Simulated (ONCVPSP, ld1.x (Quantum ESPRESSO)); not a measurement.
# Potentials for Ti (Z = 22) compared

Generated with ld1.x 7.5 (TM, RRKJ, ultrasoft, PAW), atompaw 4.2 or ONCVPSP 4.0.1. The cutoff is in Ry: for ld1.x and atompaw files where the sum of valence levels is converged to 10 mRy in a Bessel basis, for ONCV files where the hardest occupied wave has 1 mHa per electron of residual kinetic energy. The error is the largest all-electron minus pseudo excitation energy over each file’s own four to seven test configurations (ionisations up to +4, promotions, holes and added fractions of an electron), all of which were solved. The labels leave out finer settings (local radius, basis sizes, second energies), which also bear on the numbers. Spin-polarised tests are not counted. The rows are a selection from randomly drawn settings: files with unsolved tests, undetermined cutoffs or missed reference levels are left out.

A true bound ghost makes a file unfit for plane-wave use even where its test errors are small: the radial tests pick states by their node count and pass the ghost by.

| potential | cutoff (Ry) | largest error (meV) | bound ghosts |
| --- | --- | --- | --- |
| ONCV, PBE, scalar-relativistic, rc 1.65/1.60/2.50 (spd), local smoothed, core correction yes, reference 3s2 3p6 3d2, qcut 7.3/8.1/6, projectors 2/1/2 | 41 | +454 | none |
| ONCV, LDA (Perdew-Wang 92), scalar-relativistic, rc 1.65/1.45/1.25/1.60 (spdf), local smoothed, core correction yes, reference 3s2 3p6 3d2, qcut 7/11.6/6.6/7.6, projectors 2/3/2/1 | 294 | +41 | none |
| PAW, PBE, scalar-relativistic, rc 1.50/1.85/1.35 (spd), local smoothed, core correction yes, reference 3s2 3p6 3d3 4s1 4p0 | 50 | +64 | none |
| ONCV, PBEsol, scalar-relativistic, rc 2.00/1.40/1.30/1.70 (spdf), local smoothed, core correction no, reference 3s2 3p6 3d2 4s1.75, qcut 5.4/11.8/6.8/6.7, projectors 3/1/3/1 | 194 | -3.6 | d |
| ONCV, PW91, scalar-relativistic, rc 2.00/1.75/2.10 (spd), local smoothed, core correction no, reference 3s2 3p6 3d2 4s2, qcut 6.5/6.4/7.4, projectors 2/2/3 | 42 | -460 | none |
| ONCV, LDA (Perdew-Zunger), fully relativistic, rc 2.70/1.65/1.85 (spd), local smoothed, core correction no, reference 3p6 3d2 4s1.5, qcut 2.9/8.2/8.4, projectors 2/2/1 | 53 | -4.1 | s |

(1) Fill in the row for Ti: ONCV, revPBE, scalar-relativistic, rc 1.95/1.60/2.10 (spd), local smoothed, core correction no, reference 3s2 3p6 3d2 4s2, qcut 6.3/9.4/7.9, projectors 2/3/2.

(2) Fill in the row for Ti: ONCV, LDA (Perdew-Wang 92), scalar-relativistic, rc 1.55/1.25/1.25 (spd), local smoothed, core correction yes, reference 3s2 3p6 3d2 4s2, qcut 8.8/12.4/7.6, projectors 2/1/2.

Answers

(1) cutoff 44 Ry, largest error -370 meV, bound ghosts: none.

(2) cutoff 217 Ry, largest error +13 meV, bound ghosts: none.
